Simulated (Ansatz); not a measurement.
A made-up structure of MgH2Te, singlet:

Mg1  (0.151, -0.833, 0.454)
Te2  (0.798, 1.591, -0.345)
H3  (-0.258, -2.394, 0.973)
H4  (0.603, -2.130, -0.581)
(Å)

It is relaxed with PBE-D4/def2-SVP and then PBE0-D4/def2-TZVP (Ansatz 0.2.0). Atoms count as bonded within 1.22 times the sum of their covalent radii (H–H: 0.88 Å). The end point is not checked to be a true minimum.

Does its bonding change? (Judge from chemistry; the calculation decides.)

The calculation gives: Yes. Formed: H3–H4; broken: Mg1–H3, Mg1–H4.

Where it ends: The first stage lowers the energy by 1.99 eV in 15 steps. It ends as a complex of MgTe + H₂:
```
4
angstrom
Mg 0.4019 -0.3323 0.0769
Te 0.7327 2.0783 -0.1510
H -0.0952 -2.7041 0.6171
H 0.2544 -2.8072 -0.0424
```

For scale, one of the runs: PBE0-D4/def2-TZVP relaxation, 94 basis functions, launched by `ansatz run in.yaml --threads 2 --pin off --events-out ev --progress --plain --max-ram 4352MiB`. The run took about 8 s on 2 CPU threads of an Arm Neoverse V1 (shared host).
